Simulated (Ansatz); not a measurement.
C$_{3}$H$_{8}$Cl$_{2}$GaN (SMILES CC[N](C)[Ga]([Cl])[Cl]), singlet, geometry from GFN2-xTB (such geometries of metal compounds can be far from the true shape), with bond 8-5 at 1.8 times its length; SC-NEVPT2/STO-3G, CASSCF(2,2) (Ansatz, a quantum-chemistry and plane-wave program).

Input for Ansatz:
Ansatz 0.2 input:
```yaml
crystal:
  periodic: [false, false, false]
  atoms:
    - {symbol: Ga, position_ang: [0.40843083, -0.19773367, 0.24445906]}
    - {symbol: Cl, position_ang: [1.55733728, 1.42970668, 0.89186655]}
    - {symbol: Cl, position_ang: [1.25771279, -2.11263699, 0.30399200]}
    - {symbol: N, position_ang: [-1.42325483, 0.02384233, -0.10654462]}
    - {symbol: C, position_ang: [-2.18851313, -1.06595353, -0.69589713]}
    - {symbol: C, position_ang: [-1.90165983, 1.35736294, -0.43187646]}
    - {symbol: C, position_ang: [-1.63169435, 1.79125800, -1.87262314]}
    - {symbol: H, position_ang: [-2.30114629, -0.96389972, -2.66136044]}
    - {symbol: H, position_ang: [-3.20506798, -1.05488496, -0.28936258]}
    - {symbol: H, position_ang: [-1.71940310, -2.01454588, -0.42468251]}
    - {symbol: H, position_ang: [-2.97828085, 1.39530473, -0.22802848]}
    - {symbol: H, position_ang: [-1.40124889, 2.05911297, 0.24680905]}
    - {symbol: H, position_ang: [-2.16892158, 1.16662651, -2.58227757]}
    - {symbol: H, position_ang: [-1.93981742, 2.82350870, -2.01786116]}
    - {symbol: H, position_ang: [-0.55939243, 1.71079349, -2.07640927]}
basis:
  gaussian:
    orbitals: STO-3G
magnetization: {spin_polarized: false}
correlation: {method: sc_nevpt2, electrons: all, active_space: {window: {electrons: 2, orbitals: 2}}}
```

Output, abridged:

```
Functional definition: HF
781 factors; integrals over basis functions are off by at most 6.8e-5 eV
mean field evaluation 1: about -81103.1090 eV, gradient 2.5e1 eV
mean field evaluation 2: about -81103.3932 eV, gradient 2.5e1 eV
mean field evaluation 4: about -81106.9013 eV, gradient 2.9e0 eV
mean field evaluation 8: about -81106.9509 eV, gradient 4.1e-3 eV
mean field -81106.95091275 eV, -2980.6254697776 hartree, gradient 3.8e-6 eV, S^2 0.000000; 0 other end points of the search recorded, 0 dependent functions left out; unrestricted orbitals would lower it
reference -81106.95091275 eV, -2980.6254697776 hartree; 49, 49 occupied and 15, 15 virtual orbitals, 781 factors
state -81109.25845441 eV, -2980.7102703695 hartree
state -81109.25845441 eV, -2980.7102703695 hartree; corrected -81116.24235523 eV, -2980.9669239909 hartree
Total energy: -81116.24235523 eV, -2980.9669239909 hartree
```
